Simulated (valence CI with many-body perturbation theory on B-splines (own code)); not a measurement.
**Yb30+: calculated level list**

Level of theory: relativistic CI+MBPT: four valence electrons over a frozen Dirac-Fock core [Kr], radial functions for each j: 7 s, 7 p, 8 d, 6 f, 4 g, 1 h, with the one-electron correlation potential Σ1, the two-electron term Σ2, the three-electron term Σ3, Breit, model QED; selected CI, second order for the rest, scaled by the run's own slope (own B-spline code, finite nucleus).

The last digits are not significant, and no measured levels were compared; by estimate large intervals hold to a few tenths of a per cent, small ones and those within an open d or f shell to about a per cent. Only levels of the ground parity were solved; by the run's estimate the other parity begins above the list, which can be wrong where configurations are misplaced.

Levels 1 to 31 of 31, with energies above the lowest level, (4d3/2^4) J=0. "Leading %" is the weight of the configuration and term that name the level; weights of strongly mixed levels are sums over their largest components and can fall short, so below about 35 % the name and the second component can differ from the true leading terms, or belong to a minority configuration. In the jj column 3d3/2^4 stands for four electrons in 3d with j = 3/2. Lifetimes count E1, E2, E3, M1 and M2 decay at the calculated energies, and are blank where another channel may lead or the interval is too uncertain; long ones can be off by a factor of two.

| No. | Configuration | Term | J | E (cm⁻¹) | Leading % | Lifetime | g | Second component | Leading jj |
| --- | --- | --- | --- | --- | --- | --- | --- | --- | --- |
| 1 | 4d⁴ | ³P | 0 | 0 | 56 |  |  | 33 % 4d⁴ ⁵D | 4d3/2^4 (96 %) |
| 2 | 4d⁴ | ⁵D | 1 | 79859 | 65 | 70.5 μs | 1.497 | 35 % 4d⁴ ³P | 4d3/2^3 4d5/2 (96 %) |
| 3 | 4d⁴ | ⁵D | 2 | 114090 | 55 | 972 μs | 1.299 | 13 % 4d⁴ ³D | 4d3/2^3 4d5/2 (80 %) |
| 4 | 4d⁴ | ³F | 4 | 116160 | 30 |  | 1.097 | 22 % 4d⁴ ³H | 4d3/2^3 4d5/2 (96 %) |
| 5 | 4d⁴ | ⁵D | 3 | 125650 | 33 | 25.5 ms | 1.198 | 26 % 4d⁴ ³F | 4d3/2^3 4d5/2 (84 %) |
| 6 | 4d⁴ | ⁵D | 0 | 186820 | 62 | 20.3 μs |  | 20 % 4d⁴ ¹S | 4d3/2^2 4d5/2^2 (95 %) |
| 7 | 4d⁴ | ⁵D | 2 | 194620 | 34 | 33.6 μs | 1.148 | 26 % 4d⁴ ³F | 4d3/2^2 4d5/2^2 (83 %) |
| 8 | 4d⁴ | ⁵D | 4 | 194940 | 41 | 67.2 μs | 1.159 | 40 % 4d⁴ ³H | 4d3/2^2 4d5/2^2 (94 %) |
| 9 | 4d⁴ | ⁵D | 3 | 199660 | 44 | 62.8 μs | 1.117 | 41 % 4d⁴ ³G | 4d3/2^2 4d5/2^2 (84 %) |
| 10 | 4d⁴ | ³H | 5 | 213420 | 68 | 118 μs | 1.082 | 31 % 4d⁴ ³G | 4d3/2^2 4d5/2^2 (100 %) |
| 11 | 4d⁴ | ³P | 1 | 221090 | 48 | 47.1 μs | 1.153 | 34 % 4d⁴ ³D | 4d3/2^2 4d5/2^2 (91 %) |
| 12 | 4d⁴ | ³H | 6 | 223360 | 52 | 111 ms | 1.084 | 48 % 4d⁴ ¹I | 4d3/2^2 4d5/2^2 (98 %) |
| 13 | 4d⁴ | ³G | 4 | 235140 | 58 | 260 μs | 1.032 | 36 % 4d⁴ ¹G | 4d3/2^2 4d5/2^2 (96 %) |
| 14 | 4d⁴ | ³F | 3 | 235390 | 43 | 77.2 μs | 1.110 | 30 % 4d⁴ ³D | 4d3/2^2 4d5/2^2 (93 %) |
| 15 | 4d⁴ | ³D | 2 | 238260 | 35 | 190 μs | 1.102 | 30 % 4d⁴ ³F | 4d3/2^2 4d5/2^2 (94 %) |
| 16 | 4d⁴ | ³F | 2 | 272570 | 44 | 31.4 μs | 1.009 | 30 % 4d⁴ ³P | 4d3/2^2 4d5/2^2 (90 %) |
| 17 | 4d⁴ | ³F | 4 | 279610 | 58 | 67.7 μs | 1.227 | 20 % 4d⁴ ⁵D | 4d3/2^2 4d5/2^2 (72 %) |
| 18 | 4d⁴ | ³F | 3 | 308000 | 46 | 21.1 μs | 1.155 | 22 % 4d⁴ ⁵D | 4d3/2 4d5/2^3 (93 %) |
| 19 | 4d⁴ | ¹G | 4 | 309950 | 32 | 27.7 μs | 1.114 | 25 % 4d⁴ ³F | 4d3/2 4d5/2^3 (70 %) |
| 20 | 4d⁴ | ³P | 2 | 312560 | 45 | 274 μs | 1.217 | 28 % 4d⁴ ¹D | 4d3/2^2 4d5/2^2 (84 %) |
| 21 | 4d⁴ | ³D | 1 | 321650 | 60 | 15.9 μs | 0.899 | 25 % 4d⁴ ³P | 4d3/2 4d5/2^3 (94 %) |
| 22 | 4d⁴ | ³G | 5 | 323620 | 68 | 44.9 μs | 1.145 | 31 % 4d⁴ ³H | 4d3/2 4d5/2^3 (99 %) |
| 23 | 4d⁴ | ¹I | 6 | 327860 | 52 | 50.0 μs | 1.076 | 48 % 4d⁴ ³H | 4d3/2 4d5/2^3 (98 %) |
| 24 | 4d⁴ | ³P | 0 | 337010 | 59 |  |  | 40 % 4d⁴ ¹S | 4d3/2 4d5/2^3 (60 %) |
| 25 | 4d⁴ | ³F | 2 | 347110 | 52 | 23.5 μs | 1.041 | 38 % 4d⁴ ³P | 4d3/2 4d5/2^3 (85 %) |
| 26 | 4d⁴ | ¹F | 3 | 352170 | 37 |  | 1.089 | 34 % 4d⁴ ³D | 4d3/2 4d5/2^3 (96 %) |
| 27 | 4d⁴ | ¹S | 0 | 384500 | 69 |  |  | 27 % 4d⁴ ³P | 4d3/2^2 4d5/2^2 (50 %) |
| 28 | 4d⁴ | ³F | 3 | 389680 | 67 |  | 1.062 | 30 % 4d⁴ ¹F | 4d3/2 4d5/2^3 (99 %) |
| 29 | 4d⁴ | ³P | 1 | 389940 | 92 | 25.6 μs | 1.440 | 6 % 4d⁴ ³D | 4d3/2 4d5/2^3 (97 %) |
| 30 | 4d⁴ | ¹G | 4 | 395570 | 73 | 27.4 μs | 1.041 | 19 % 4d⁴ ³F | 4d3/2 4d5/2^3 (92 %) |
| 31 | 4d⁴ | ¹D | 2 | 403630 | 64 | 33.2 μs | 1.113 | 26 % 4d⁴ ³P | 4d3/2 4d5/2^3 (71 %) |

The ionisation energy to 4d³ ⁴F3/2 of the next ion comes out as 1176.8 eV (NIST: 1175 ± 4 eV (theoretical)). All 31 levels together are meant to be complete up to 419780 cm⁻¹.
